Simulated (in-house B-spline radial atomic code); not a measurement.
# Ionising B with different functionals

Computed with a radial B-spline atomic code at the basis-set limit: scalar-relativistic (spin-free X2C) Hamiltonian, Fermi nucleus of rms radius 2.406 fm, spin-polarised at highest spin, spherical fractional occupations for the functionals, the average over the highest-spin determinants for Hartree-Fock. The ionisation energy is the difference of two self-consistent energies, [He] 2s2 2p1 → [He] 2s2, without Breit or QED terms; ε is the level of the shell that loses the electron (its least bound occupied spin orbital).

Hybrids are left out here: with spherical fractional occupations of an open shell their exact exchange keeps a self-interaction that integer-occupation calculations don't have.

```tsv
method	rung	ΔSCF (eV)	-ε(2p) (eV)
Hartree-Fock	Hartree-Fock	7.94	8.46
LDA VWN5	LDA	8.58	4.10
LDA PW92	LDA	8.57	4.10
LDA exchange-only	LDA	7.55	3.27
PBE	GGA	8.49	4.02
PBEsol	GGA	8.41	3.97
BLYP	GGA	8.41	3.88
RPBE	GGA	8.45	3.99
PW91	GGA	8.54	4.07
BP86	GGA	8.55	4.09
AM05	GGA	8.39	3.95
OLYP	GGA	8.30	3.82
TPSS	meta-GGA	8.37	3.98
SCAN	meta-GGA	8.32	4.02
r2SCAN	meta-GGA	8.31	4.03
revTPSS	meta-GGA	8.30	3.94
```

(1) How do they compare with the NIST value?

Answers

(1) NIST lists 8.298 eV (measured, ground level to ground level). Errors run from -0.75 to +0.28 eV; OLYP is closest (-0.00 eV), but part of that can be cancellation, since the calculations leave out spin-orbit coupling, Breit-QED terms, multiplet and fine-structure energies. Hartree-Fock also lacks correlation.
